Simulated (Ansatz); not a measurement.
Relaxation of BF2H3OS (8 atoms, charge 0, multiplicity 1), to a largest force component of 0.03 eV/Å in at most 50 steps.

Method: Ansatz, UKS PBE0-D4/cc-pVDZ.

```xyz
8
Properties=species:S:1:pos:R:3:forces:R:3
B -1.076 0.276 -0.010 0.52 -1.67 1.56
S 2.083 0.231 -0.469 -0.03 -0.07 -0.04
F -1.205 -0.117 -1.271 0.00 0.11 0.13
F -1.307 1.541 0.328 0.00 -0.11 -0.06
H 1.400 -0.692 0.259 0.12 0.05 -0.09
O -0.761 -0.713 0.963 -0.60 1.69 -1.54
H 1.563 -0.231 -1.634 0.03 0.01 0.08
H -0.698 -0.295 1.832 -0.03 -0.01 -0.03
```

Q: Where does it end, and by what steps?

A: The forces met the threshold. After 11 steps the energy has fallen by 0.120 eV; H5 moved furthest, 0.58 Å.

| step | energy less start (eV) | largest force component (eV/Å) | accepted |
| --- | --- | --- | --- |
| 0 | 0.0000 | 1.686 | yes |
| 1 | -0.0785 | 1.145 | yes |
| 2 | -0.0915 | 0.576 | yes |
| 3 | -0.1094 | 0.258 | yes |
| 4 | -0.1123 | 0.151 | yes |
| 5 | -0.1155 | 0.131 | yes |
| 6 | -0.1172 | 0.080 | yes |
| 7 | -0.1186 | 0.055 | yes |
| 8 | -0.1193 | 0.103 | yes |
| 9 | -0.1193 | 0.146 | yes |
| 10 | -0.1200 | 0.091 | yes |
| 11 | -0.1203 | 0.008 | yes |

```xyz
8
Properties=species:S:1:pos:R:3
B -1.094 0.245 0.032
S 2.079 0.282 -0.470
F -1.149 -0.188 -1.228
F -1.252 1.551 0.257
H 1.895 -0.938 0.088
O -0.960 -0.654 1.027
H 1.414 -0.078 -1.593
H -0.932 -0.219 1.888
```

The run took 44 s on 2 threads of Arm Neoverse V1, on a shared host, peak memory 0.25 GiB.
